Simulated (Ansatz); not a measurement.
`CC(S)[SiH2]F` → `FCSC[SiH3]`  (isomerisation)

Gas-phase electronic energies from Ansatz, PBE0-D4/def2-TZVP geometries. CCSD(T)/CBS adds triple-zeta CCSD(T) − MP2 to the extrapolated MP2 energy (def2 sets, frozen cores). One conformer a species, not always the lowest.

`CC(S)[SiH2]F`:

Cartesian coordinates in Å:
```
C 0.253 0.671 1.301
C -0.591 0.161 0.148
S -1.361 -1.464 0.453
Si 0.281 -0.094 -1.484
F 1.095 1.226 -1.905
H -0.329 0.719 2.225
H 1.110 0.017 1.481
H 0.638 1.670 1.079
H -1.453 0.818 -0.015
H -0.217 -2.154 0.603
H 1.272 -1.189 -1.331
H -0.696 -0.382 -2.556
```

`FCSC[SiH3]`:

Z-matrix (Å, degrees):
```
C
S 1 1.778
F 1 1.381 2 112.7
H 1 1.092 2 106.6 3 119.1
H 1 1.092 2 111.1 3 -120.7
C 2 1.813 1 100.3 3 71.8
Si 6 1.881 2 111.9 1 79.6
H 6 1.093 2 105.7 1 -161.3
H 6 1.092 2 109.2 1 -46.9
H 7 1.484 6 109.0 2 63.5
H 7 1.489 6 110.7 2 -176.1
H 7 1.487 6 110.2 2 -56.1
```

```
       species  MP2/def2-QZVPP energy (Eh)
`CC(S)[SiH2]F`                  -866.88764
  `FCSC[SiH3]`                  -866.79610
```

(1) Work out ΔE.

Largest T1 diagnostic among the species: 0.012.

Results:

(1) ΔE = (-866.79610) − (-866.88764) = 0.09154 Eh = +240.3 kJ/mol. CCSD(T)/CBS gives +230.0 kJ/mol.

From PBE to PBE0 (25 % exact exchange), in def2-TZVPP and without D4, ΔE moves by +8.7 kJ/mol.
